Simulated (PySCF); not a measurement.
## Unknown compound

The spectra below were simulated for a compound C₇H₁₁ClO₂.

1H NMR (500 MHz, computed): δ 3.51 (s, 3H), 1.42 (s, 3H), 1.27 (m, 1H), 1.25 (s, 3H), 1.06 (m, 1H).

13C{1H} NMR (computed): δ 186.9 (C), 76.1 (C), 58.3 (CH3), 41.5 (C), 31.2 (CH2), 22.9 (CH3), 20.3 (CH3).

PySCF 2.14.0 with density-fitted response routines calculation with NMR shieldings at PBE0/pcSseg-1/GIAO and coordinates at the GFN2-xTB level; one averaged value for each set of equivalent atoms, no solvent model, one computed conformer, non-relativistic Hamiltonian.

δ = σ(ref) − σ, references computed at the same level: 1H (31.72 ppm) and 13C (186.93 ppm) vs TMS.

**Question.** Which candidate is it?
A. C=C[C@@H](C(=O)Cl)[C@@H](C)OC
B. CC/C(C(=O)Cl)=C(\C)OC
C. C=C[C@@H](C)[C@@H](OC)C(=O)Cl
D. CO[C@]1(C(=O)Cl)CC1(C)C
E. CO[C@@]1(C)C[C@]1(C)C(=O)Cl

**Answer.** D. 

- Rings plus π bonds: 2 (1 ring in the answer).
- 7 carbon signals for 7 carbons: no two carbons are equivalent.
- Carbon types of the structure: 3 × C, 1 × CH2, 3 × CH3, which accounts for all hydrogens.
- δC 186.9: carbonyl carbon.
- δC 76.1, 41.5, 31.2: three-membered-ring carbon.
- δC 22.9, 20.3: methyl carbon; saturated and bonded to C and H only.
- δH 1.42, 1.25: hydrogen on a methyl carbon; far from electronegative atoms and π systems.
- δH 1.27, 1.06: hydrogen on a three-membered-ring carbon; cyclopropane-type protons are shielded by the ring.

The others: CC/C(C(=O)Cl)=C(\C)OC would give 4 signals for carbon-bound and other non-exchanging H, not 5; C=C[C@@H](C)[C@@H](OC)C(=O)Cl would give 7 signals for carbon-bound and other non-exchanging H, not 5; CO[C@@]1(C)C[C@]1(C)C(=O)Cl has carbons computed at 186.0, 74.0, 56.7, 42.2, 34.4, 17.6, 17.5; C=C[C@@H](C(=O)Cl)[C@@H](C)OC would give 7 signals for carbon-bound and other non-exchanging H, not 5.

Carbons that carry Cl, above all several Cl atoms, come out too deshielded, partly because spin–orbit coupling is missing. Shifts are as computed. Against solution values, carbons near 30 ppm lie about +3 ppm off and those near 130 ppm about +5 ppm; carbons on Cl a further +6 ppm. Of 1211 compounds with measured shifts, 218 miss one by over three times the rms of a fit or turn the order of signals round; such compounds aren't used in these exercises. No couplings were computed; multiplicities are counted from neighbouring protons, with m where these are inequivalent, close in shift, in a saturated or five-membered ring or joined by F or P, and br s for small geminal =CH2 splittings.
